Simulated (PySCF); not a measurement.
**Excitation energy of Pd by level of theory**

Pd [Kr] 4d10 (1S) → Pd [Kr] 4d9 5p1 (high-spin determinant), as a difference of total energies. Computed with PySCF 2.14 in def2-QZVPP with the def2 core potential (28 electrons), with a scalar-relativistic core potential. Correlated levels: valence: 4s2 4p6 frozen; valence and next inner shell: nothing frozen outside the core potential. The calculations carry no spin-orbit coupling.

| method | excitation energy (eV) |
| --- | --- |
| UHF | 2.859 |
| LDA | 4.772 |
| PBE | 4.426 |
| PBE0 | 4.236 |
| r2SCAN | 4.176 |
| LC-wPBE | 4.335 |
| BP86 | 4.447 |
| B2PLYP | 4.459 |
| TPSS | 4.260 |
| MP2 (valence) | 4.847 |
| SCS-MP2 (valence) | 4.708 |
| MP2 (valence and next inner shell) | 4.939 |
| SCS-MP2 (valence and next inner shell) | 4.725 |

How much does correlation contribute at MP2 (valence and next inner shell)?

4.939 − (2.859) = 2.080 eV, measured against UHF.

The basis was made for the ground configuration and has no added diffuse functions, so the excitation energy can come out too high.

The determinant of the upper state mixes LS terms, which raises its energy above the lowest term, most at the Hartree-Fock and MP2 levels.
